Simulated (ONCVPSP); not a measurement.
# Configuration tests for selenium (ONCV)

selenium, optimised norm-conserving Vanderbilt (ONCV), made with ONCVPSP 4.0.1 (PBE, scalar-relativistic). Core [Ne], reference 3s2 3p6 3d10 4s2 4p2.5 (charge +1.5). Waves: 3s+4s: rc 0.95 bohr, ncon 4, nbas 7, qcut 16.4 1/bohr, 2 projectors; 3p+4p: rc 1.15 bohr, ncon 4, nbas 7, qcut 14.2 1/bohr, 2 projectors; 3d: rc 1.05 bohr, ncon 5, nbas 10, qcut 17.5 1/bohr, 3 projectors, debl 0.7 Ha; f scattering state at 0.13 Ha: rc 0.95 bohr, ncon 5, nbas 8, qcut 10 1/bohr, 2 projectors, debl 0.6 Ha. Local part: polynomial inside 0.60 bohr (lpopt 5, dvloc0 0 Ha). Core correction: Teter function, fcfact 1.75, rcfact 1.5.

In the d channel the program set the typed energies aside and used -2.555, 0.250, 0.950 Ha.

Energies are relative to the spin-unpolarised reference configuration 3s2 3p6 3d10 4s2 4p2.5; without spin polarisation the order of configurations can differ from experiment.

```json
{"valence configuration": "3s2 3p6 3d10 4s2 4p3", "charge": "+1", "ΔE all-electron (eV)": "-8.917", "error AE − PS (meV)": "+0.9"}
{"valence configuration": "3s2 3p6 3d10 4s2 4p2", "charge": "+2", "ΔE all-electron (eV)": "11.432", "error AE − PS (meV)": "-1.2"}
```

Question: What are ΔE and the potential's error for 3s2 3p6 3d10 4s2 4p4?

Answer: ΔE = -19.762 eV all-electron; the error (AE − PS) is +1.8 meV.

Question: What are ΔE and the potential's error for 3s2 3p6 3d9 4s2 4p5?

Answer: ΔE = 31.911 eV all-electron; the error (AE − PS) is +147 meV.

Note: no bound ghost flagged; GHOST(+) flagged for f at 99.3 eV.
